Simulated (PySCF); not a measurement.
Computed with TPSSh-D3(BJ)/def2-TZVP // PBE-D3(BJ)/def2-SVP in PySCF. All species are isolated molecules in the gas phase. One relaxed conformer stands for a flexible species; it need not be the lowest. 

Reference species: [Au(CO)(H)] (neutral, multiplicity 1).

| Property | Result |
|---|---|
| mean distance from the central atom to its bonded neighbours | 1.798 Å |
| HOMO–LUMO gap | 4.57 eV |
| LUMO | -2.67 eV |
| HOMO | -7.24 eV |

Changed species: [Au(H2O)(F)] (L = H2O, X = F; the reference has L = CO, X = H).

Q: What does the change do to the mean distance from the central atom to its bonded neighbours, HOMO–LUMO gap, LUMO and HOMO?

A: the mean distance from the central atom to its bonded neighbours goes up by 0.230 Å, to 2.028 Å; the HOMO–LUMO gap rises by 0.15 eV, to 4.72 eV; the LUMO rises by 0.68 eV, to -1.99 eV; the HOMO rises by 0.53 eV, to -6.71 eV.
